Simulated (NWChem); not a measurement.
System: BiBr₂F; SMILES [F][Bi]([Br])[Br]

Computed with NWChem. Medium grid unless said otherwise, to which SCAN and Minnesota functionals are sensitive. Structure relaxed at the PBE-D3(BJ)/def2-SVP level. def2 effective core potentials on Bi; no spin-orbit coupling. Hybrids' shares of exact exchange are those that their runs print; pure functionals count as 0. The functionals differ in more than this share.

```csv
row,share of exact exchange,orbital gap (eV)
PBE/def2-SVP,0.00,3.86
"LDA (Slater exchange, VWN5)/def2-SVP",0.00,3.77
B3LYP/def2-SVP,0.20,5.30
r2SCAN0/def2-SVP,0.25,withheld
BHandHLYP/def2-SVP,0.50,7.58
```

Q: Fit a straight line of the last column on the one before it, predict the withheld value, and compare with the run.

A: 
1. Means of the 4 shown rows: x = 0.175, y = 5.127. Slope Σ(x − x̄)(y − ȳ)/Σ(x − x̄)² = 1.261/0.1675 = 7.527; intercept 3.810.
2. The shown rows scatter about the line by 0.033 (root mean square); the largest residual is +0.05, at PBE/def2-SVP.
3. At x = 0.25 (r2SCAN0/def2-SVP; inside the shown range) the line gives 5.69.
4. The run gives 6.07, +0.38 from the line, 11.5 times the scatter.
